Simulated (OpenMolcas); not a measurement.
## Ru IV: effect of the IPEA shift

| Quantity | Value |
| --- | --- |
| Program | OpenMolcas |
| Basis | ANO-RCC-VTZP [7s6p4d2f1g] |
| Scalar Hamiltonian | DKH2, point nucleus |
| Active space | 5 electrons in 5 orbitals (4d) |
| State averaging | 2S+1 = 6 even, 1 root; 2S+1 = 4 even, 24 roots kept (CI in the orbitals of an earlier block); 2S+1 = 2 even, 75 roots kept (CI in the orbitals of an earlier block) |
| Spin-orbit coupling | RASSI with atomic mean-field integrals over the reference wave functions, term energies averaged over their components |

Methods on the same reference wave functions:
A. CASSCF
B. MS-CASPT2, IPEA 0 Eh, imaginary shift 0.1 Eh (closed shells correlated: 4s 4p)
C. MS-CASPT2, IPEA 0.25 Eh, imaginary shift 0.1 Eh (closed shells correlated: 4s 4p)

Energies in cm⁻¹ above 4d⁵ ⁶S_5/2.

```json
{"Level": "4d⁵ ⁶S_5/2", "A": "0.0", "B": "0.0", "C": "0.0"}
{"Level": "4d⁵ ⁴G_5/2", "A": "27570", "B": "23860", "C": "23960"}
{"Level": "4d⁵ ⁴G_7/2", "A": "27769", "B": "24100", "C": "24190"}
{"Level": "4d⁵ ⁴G_11/2", "A": "27824", "B": "24180", "C": "24270"}
{"Level": "4d⁵ ⁴G_9/2", "A": "27887", "B": "24250", "C": "24330"}
{"Level": "4d⁵ ⁴P_5/2 [56 %]", "A": "31190", "B": "26060", "C": "26320"}
{"Level": "4d⁵ ⁴P_3/2 [59 %]", "A": "31629", "B": "26530", "C": "26780"}
{"Level": "4d⁵ ⁴P_1/2 [71 %]", "A": "32215", "B": "27240", "C": "27490"}
{"Level": "4d⁵ ⁴D_7/2", "A": "34161", "B": "28410", "C": "28610"}
{"Level": "4d⁵ ⁴D_1/2 [71 %]", "A": "34809", "B": "29260", "C": "29480"}
{"Level": "4d⁵ ⁴D_3/2 [59 %]", "A": "35249", "B": "29810", "C": "30040"}
{"Level": "4d⁵ ⁴D_5/2 [59 %]", "A": "35256", "B": "29780", "C": "30020"}
{"Level": "4d⁵ ²I_11/2", "A": "39654", "B": "35270", "C": "35610"}
{"Level": "4d⁵ ²I_13/2", "A": "40100", "B": "35800", "C": "36120"}
{"Level": "4d⁵ ²D_5/2(1) [52 %]", "A": "43587", "B": "36900", "C": "37570"}
{"Level": "4d⁵ ²D_3/2(1) [55 %]", "A": "44715", "B": "37770", "C": "38330"}
{"Level": "4d⁵ ⁴F_7/2 [56 %]", "A": "45858", "B": "38900", "C": "39270"}
{"Level": "4d⁵ ⁴F_9/2", "A": "45909", "B": "38930", "C": "39230"}
{"Level": "4d⁵ ⁴F_5/2", "A": "46492", "B": "39600", "C": "39880"}
{"Level": "4d⁵ ²F_7/2(1) [60 %]", "A": "47048", "B": "40440", "C": "41010"}
{"Level": "4d⁵ ⁴F_3/2 [55 %]", "A": "47603", "B": "40680", "C": "41120"}
{"Level": "4d⁵ ²H_11/2", "A": "50023", "B": "44140", "C": "44750"}
{"Level": "4d⁵ ²G_7/2(1)", "A": "50521", "B": "42970", "C": "43680"}
{"Level": "4d⁵ ²F_5/2(2)", "A": "54062", "B": "45410", "C": "46100"}
```

Between B and C the level of the table that moves most is 4d⁵ ²G_7/2(1), by 710 cm-1 (lowest in B, highest in C). Moves below CASPT2's spread within the term are not significant.

From A to B the spin-free energies of the other terms of 4d⁵ shown, above ⁶S, scale by factors of 0.83 to 0.89, as is usual when dynamic correlation screens the repulsion within a d or f shell.

The lowest spin-free term lies below A's lowest term by 0.376 hartree in B, 0.363 hartree in C.

CASPT2 breaks the degeneracy within a term, and the mean is taken; among the terms shown or strongly mixed into the levels shown the widest spread is 760 cm-1 (4d⁵ ⁴F, C). Terms from blocks run as CI alone lack orbitals of their own. Without dynamic correlation excited terms often stand tens of per cent too high (terms of higher spin than the ground term too low), and those without a measured partner can miss by more than the paired ones (holds for A). Blocks of more than 70 roots (2S+1 = 2 even) ran without multistate coupling (holds for B; C). The CASPT2 spread within a term exceeds the gap to the next term for 4d⁵ ²D(1) and 4d⁵ ⁴F, so the order of their levels is uncertain, and so are names and mixing where such terms share a J (holds for C). Levels of configurations outside the active space are missing. Levels that lie high or do not pair safely by name in every column are left out.

A share in square brackets marks a mixed level and gives the weight of the term that names it, the lowest over the columns. A number in round brackets counts repeated terms of one configuration in the order of the reference energies.
